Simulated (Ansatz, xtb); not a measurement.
**Relative energy of two isomers of BCl2H3O4Si**

We compare I, `OB(Cl)O[Si](O)(O)Cl`, a singlet, with II, `OB(O)O[Si](O)(Cl)Cl`, a singlet. Both are isolated molecules in the gas phase, relaxed with PBE0-D4/def2-SVP; the shapes shown needn't be the lowest conformers.

I (Å):

```yaml
atoms:
  - { symbol: B, position_ang: [0.8031, 2.2394, -1.8603] }
  - { symbol: Cl, position_ang: [0.3303, 2.5340, -3.5407] }
  - { symbol: Cl, position_ang: [3.6859, 0.2771, -0.1379] }
  - { symbol: O, position_ang: [0.8416, 3.2768, -0.9759] }
  - { symbol: O, position_ang: [1.1222, 0.9978, -1.4586] }
  - { symbol: O, position_ang: [1.1905, 1.4894, 1.1954] }
  - { symbol: O, position_ang: [0.9978, -1.0139, 0.3550] }
  - { symbol: Si, position_ang: [1.6451, 0.4463, 0.0292] }
  - { symbol: H, position_ang: [0.5950, 4.1238, -1.3614] }
  - { symbol: H, position_ang: [1.0726, 2.3945, 0.8727] }
  - { symbol: H, position_ang: [1.4841, -1.7908, 0.0660] }
```

II (Å):

```yaml
atoms:
  - { symbol: B, position_ang: [0.7598, 0.1414, 1.8249] }
  - { symbol: Cl, position_ang: [1.1191, 2.9123, 4.0951] }
  - { symbol: Cl, position_ang: [1.3574, 3.9758, 0.9510] }
  - { symbol: O, position_ang: [0.8060, -0.8396, 0.8941] }
  - { symbol: O, position_ang: [-0.2070, 0.1417, 2.7801] }
  - { symbol: O, position_ang: [1.7360, 1.1173, 1.7474] }
  - { symbol: O, position_ang: [3.6583, 2.8156, 2.5826] }
  - { symbol: Si, position_ang: [2.0658, 2.6100, 2.2948] }
  - { symbol: H, position_ang: [0.0990, -1.4788, 1.0271] }
  - { symbol: H, position_ang: [-0.1274, 0.8663, 3.4122] }
  - { symbol: H, position_ang: [4.2693, 2.6206, 1.8641] }
```

Problem. Estimate E(II) − E(I) at the level CCSD(T)/def2-SVP + ΔMP2/def2-TZVPP.

Solution. Calculated at CCSD(T)/def2-SVP + ΔMP2/def2-TZVPP: E(II) − E(I) = −17.7 kJ/mol, so structure II lies lower.

How the difference moves with the method:

| level | geometry | E(II) − E(I) (kJ/mol) | departure from the last row (kJ/mol) | job, with rough time for the two |
| --- | --- | --- | --- | --- |
| PBE0-D4/def2-SVP | PBE0-D4/def2-SVP | −29.1 | −11.4 | optimisation, 3.7 min |
| HF/def2-SVP | PBE0-D4/def2-SVP | −31.1 | −13.4 | part of the CCSD(T) run |
| MP2/def2-SVP | PBE0-D4/def2-SVP | −22.8 | −5.1 | part of the CCSD(T) run |
| CCSD(T)/def2-SVP | PBE0-D4/def2-SVP | −23.9 | −6.2 | single point |
| CCSD(T)/def2-SVP + ΔMP2/def2-TZVPP | PBE0-D4/def2-SVP | −17.7 |  | single point, 2.2 min |

As drawn, II has 1 B–O, 1 Cl–Si in place of 1 B–Cl, 1 O–Si.

The levels shown agree on the order. The largest departure from CCSD(T)/def2-SVP + ΔMP2/def2-TZVPP is that of HF/def2-SVP, 13.4 kJ/mol. Levels run at GFN2-xTB geometries aren't shown. The last row adds to CCSD(T) the change of the MP2 difference between the two basis sets, here +6.2 kJ/mol.

With thermal terms from frequencies at re-optimised GFN2-xTB minima (ideal gas, soft modes damped towards free rotors, one conformer each, 298.15 K, 1 atm): the zero-point term adds +3.0 kJ/mol; ΔH is −15.4 and ΔG −14.2 kJ/mol.

The correlated steps freeze 20 core orbitals. Run with Ansatz 0.2.0, xtb 6.7.1; the last row on 2 threads of Arm Neoverse V1 on a shared host.
